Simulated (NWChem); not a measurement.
System meant: BeNH₃S; SMILES [SH][Be][NH2]

Here is an NWChem input.

```
start job
memory heap 200 mb stack 900 mb global 1100 mb
geometry units angstroms noautoz
  Be     0.029994    -0.593588     0.000229
  N      0.009751    -2.093028     0.001672
  H      0.003503    -2.677186    -0.825511
  H      0.009874    -2.675198     0.830284
  S      0.103539     1.320622    -0.001298
  H     -1.239760     1.481299     0.003728
end
basis spherical
  * library def2-svp
end
dft
  xc pbe0
  iterations 4
  mulliken
end
task dft energy
```

End of the output:

```
    Atom       Charge   Shell Charges
 -----------   ------   -------------------------------------------------------
    1 Be   4     3.94   1.96  0.42  0.13  0.95  0.48
    2 N    7     7.26   1.97  0.71  0.44  2.26  1.87  0.02
    3 H    1     0.92   0.59  0.20  0.13
    4 H    1     0.92   0.59  0.20  0.13
    5 S   16    15.98   2.00  1.95  0.96  0.65  5.81  1.90  2.67  0.05
    6 H    1     0.98   0.60  0.30  0.08

 center of mass
 --------------
 x =   0.04040600 y =   0.10521059 z =   0.00000000

 moments of inertia (a.u.)
 ------------------
         493.179441116634           0.000000131343           0.000000000000
           0.000000131343          11.250783866020           0.000000000000
           0.000000000000           0.000000000000         494.562821149199

     Multipole analysis of the density
     ---------------------------------

     L   x y z        total         alpha         beta         nuclear
     -   - - -        -----         -----         ----         -------
     0   0 0 0     -0.000000    -15.000000    -15.000000     30.000000

     1   1 0 0     -0.377545     -0.188773     -0.188773      0.000000
     1   0 1 0     -0.830049     -0.415025     -0.415025     -0.000000
     1   0 0 1     -0.000000     -0.000000     -0.000000      0.000000

     2   2 0 0    -18.488295    -12.300998    -12.300998      6.113701
     2   1 1 0     -1.468936      0.955390      0.955390     -3.379716
     2   1 0 1     -0.000000     -0.000000     -0.000000      0.000000
     2   0 2 0    -17.206184   -145.167847   -145.167847    273.129509
     2   0 1 1      0.000000      0.000000      0.000000      0.000000
     2   0 0 2    -18.346319    -11.620857    -11.620857      4.895395

 ------------------------------------------------------------------------
 dft energy failed                                                                                  0
 ------------------------------------------------------------------------
 ------------------------------------------------------------------------
  current input line :
    19: task dft energy
 ------------------------------------------------------------------------
 ------------------------------------------------------------------------
 This type of error is most commonly associated with calculations not reaching convergence criteria
 ------------------------------------------------------------------------
 For more information see the NWChem manual at https://nwchemgit.github.io

0:dft energy failed:Received an Error in Communication
```

Q: Can this run be used? If not, why, and what is the fix?

A: Convergence was not reached. Cause: the SCF was allowed too few iterations. This input runs:
```
start job
memory heap 200 mb stack 900 mb global 1100 mb
geometry units angstroms noautoz
  Be     0.029994    -0.593588     0.000229
  N      0.009751    -2.093028     0.001672
  H      0.003503    -2.677186    -0.825511
  H      0.009874    -2.675198     0.830284
  S      0.103539     1.320622    -0.001298
  H     -1.239760     1.481299     0.003728
end
basis spherical
  Be library def2-svp
  N library def2-svp
  H library def2-svp
  S library def2-svp
end
dft
  xc pbe0
  iterations 150
  mulliken
end
task dft energy
```
It converges to -469.16135 Ha (PBE0/def2-SVP).
